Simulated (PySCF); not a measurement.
**I⁺ (iodine, charge +1) across methods**

[Kr] 4d10 5s2 5p3 5d1, high-spin 5D determinant (an excited configuration). All numbers are calculated (PySCF 2.14, a scalar-relativistic core potential, in aug-cc-pVTZ-PP with ECP28MDF (6s5p4d2f, 55 functions)). The B2PLYP total includes its PT2 part (frozen core); its orbital energies are those of the SCF part.

```
method  E (hartree)  mean ε 5s β (eV)  mean ε 5p α (eV)  mean ε 5d α (eV)  Σ⟨r²⟩ (bohr²)   ⟨S²⟩
   M06    -294.9914           -28.584           -19.263            -6.459          55.39  6.000
   UHF   -293.96108           -29.555           -23.307            -8.353          55.95  6.002
r2SCAN    -295.0450           -26.915           -18.791            -5.969          55.54  6.001
B2PLYP    -294.6515           -28.861           -20.865            -7.091          55.83  6.001
   LDA    -294.4928           -27.509           -18.337            -5.890          55.80  6.000
  BP86    -295.0571           -27.203           -18.306            -6.032          55.69  6.001
   PBE    -294.9200           -26.930           -18.227            -5.949          55.60  6.001
  PBE0    -294.9429           -27.940           -19.685            -6.638          55.45  6.001
```

(1) Estimate the same row for wB97X.

Energies and moments cover only the electrons outside the core potential. The outer electron is Rydberg-like, and this basis confines it to a smaller radius and binds it less than a complete one would.

## Answers

(1) E (hartree) = -294.9578; mean ε 5s β (eV) = -30.888; mean ε 5p α (eV) = -21.901; mean ε 5d α (eV) = -8.194; Σ⟨r²⟩ (bohr²) = 55.14; ⟨S²⟩ = 6.001.
